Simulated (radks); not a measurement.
Results of a calculation; reference values are marked as such.
Ionisation of neutral erbium, [Xe] 4f12 6s2, to [Xe] 4f12 6s1 as the strength of local exchange is varied. Code: a radial shooting solver on a logarithmic mesh with Libxc functionals. Model: scalar-relativistic Kohn-Sham, Slater X-alpha exchange (alpha = 2/3 is LDA exchange), no correlation, spin-polarised, spherical densities, finite nucleus; open shells are filled with parallel spins first (spin-orbit coupling, left out, can overturn this in heavy ions); Fermi nuclear charge, rms radius 5.2516 fm.

| alpha | E(Er) (hartree) | exchange (hartree) | IE (eV) | -e of the level emptied (eV) | <r> of it (bohr) |
|---|---|---|---|---|---|
| 0.62 | -13051.4954 | -243.6487 | 5.130 | 2.942 (6s) | 4.146 |
| 0.667 | -13070.0577 | -262.5385 | 5.314 | 3.135 (6s) | 4.094 |
| 0.8 | -13122.7452 | -316.3012 | 5.871 | 3.729 (6s) | 3.949 |
| 0.827 | -13133.4699 | -327.2710 | 5.989 | 3.857 (6s) | 3.921 |
| 0.829 | -13134.2647 | -328.0844 | 5.998 | 3.867 (6s) | 3.919 |
| 0.844 | -13140.2275 | -334.1876 | 6.064 | 3.939 (6s) | 3.903 |
| 0.972 | -13191.2303 | -386.5038 | 6.652 | 4.578 (6s) | 3.773 |

NIST Atomic Spectra Database: 6.108 eV (measured). The Delta-SCF value meets it near alpha = 0.85. Open shells are spherical and high-spin; term and fine-structure splittings are not resolved. Spin-orbit splitting is averaged out at the scalar-relativistic level.
